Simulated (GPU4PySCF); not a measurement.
Computed properties of PVDF trimer (C7H10F6), SMILES CC(F)(F)CC(F)(F)CC(C)(F)F

PVDF trimer (C₇H₁₀F₆), SMILES FC(CC(F)(F)C)(CC(F)(C)F)F. Geometry: ωB97M-D3(BJ)/def2-TZVP. The values are those of a single conformer. All values are computed for the isolated molecule unless a solvent is named; none is compared with measurement here.

**Structure.** The optimised structure has C2 symmetry. All 63 harmonic modes at ωB97M-D3(BJ)/def2-TZVP (GPU4PySCF) are real, so it is a minimum. With heavy atoms numbered as in [CH3:1][C:2]([F:3])([F:4])[CH2:5][C:6]([F:7])([F:8])[CH2:9][C:10]([CH3:11])([F:12])[F:13], the shortest bond between them is C10–F12 at 1.370 Å and the longest C2–C5 at 1.522 Å.

**Vibrations.** The strongest infrared lines (harmonic, unscaled, degenerate partners summed) lie at 1247 cm⁻¹ (239 km/mol, C 75 %, H 18 %), 1202 cm⁻¹ (163 km/mol, C 73 %, H 21 %), 1419 cm⁻¹ (124 km/mol, C 50 %, H 49 %). The softest mode is at 43 cm⁻¹ and the zero-point energy is 107.2 kcal/mol.

**Electronic structure.** M06-2X/def2-TZVPD (GPU4PySCF) places the frontier levels at -11.12 and 0.05 eV, a gap of 11.17 eV, and gives a dipole moment of 0.08 D and a mean polarisability of 88.0 bohr³. PBE/def2-TZVPD (GPU4PySCF) at the same geometry gives -7.87 and -0.66 eV, so its gap is 3.96 eV narrower. An orbital gap is neither the optical nor the fundamental gap.

**Excitations.** TDA-CAM-B3LYP/def2-SVPD (GPU4PySCF) has S1 at 9.34 eV (133 nm, f = 0.003, weak); the most intense of the 12 singlets computed lies at 10.78 eV (f = 0.13). T1 (TDA) is at 9.15 eV, 0.19 eV under S1. TDA-PBE/def2-SVPD (GPU4PySCF) puts S1 at 7.59 eV. No vertical singlet excitation falls in the visible range (under 3.1 eV).

**NMR.** GIAO shifts at B3LYP/pcSseg-1 (GPU4PySCF) (non-relativistic, atoms alike by connectivity averaged): ¹³C from 25.5 to 130.0 ppm against TMS; ¹H from 1.8 to 2.2 ppm against TMS; ¹⁹F from -125.6 to -106.8 ppm against CFCl3.

**Solvation.** SMD-ωB97X/6-31G* (GPU4PySCF) gives -2.7 kcal/mol in water, -8.6 kcal/mol in dichloromethane, -7.6 kcal/mol in 1-octanol, -7.0 kcal/mol in dimethylsulfoxide (1 M in both phases, gas-phase geometry); of these solvents dichloromethane holds the molecule best.
